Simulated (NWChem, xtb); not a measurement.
**How methods differ on SnNH5 (Sn(NH2)H3)**

SnNH5 has 7 atoms, charge 0, and is taken as a singlet. As SMILES, `[H][Sn]([H])([H])[NH2]`. The shape comes from GFN2-xTB, which is rough for such elements, and wasn't checked as a minimum.

Each level gives the dipole moment (D). The values are calculated.

```
                          level            kind  program  value (D)
                       GFN2-xTB  semi-empirical      xtb       1.37
                       GFN0-xTB  semi-empirical      xtb       1.64
                       GFN1-xTB  semi-empirical      xtb       1.54
                      HF/STO-3G    Hartree–Fock   NWChem       1.44
                       HF/3-21G    Hartree–Fock   NWChem       1.61
 BP86/def2-SVP (core potential)             GGA   NWChem       1.12
BLYP/def2-SVPD (core potential)             GGA   NWChem       0.95
TPSS/def2-SVPD (core potential)        meta-GGA   NWChem       0.96
 PBE0/def2-SVP (core potential)   global hybrid   NWChem       1.14
```

All-electron rows without a relativistic Hamiltonian named are non-relativistic, while core potentials hold scalar relativity, so basis and relativity change together. The values span 0.95 to 1.64 D. Magnitudes only. Sets without polarisation functions give poor dipoles.
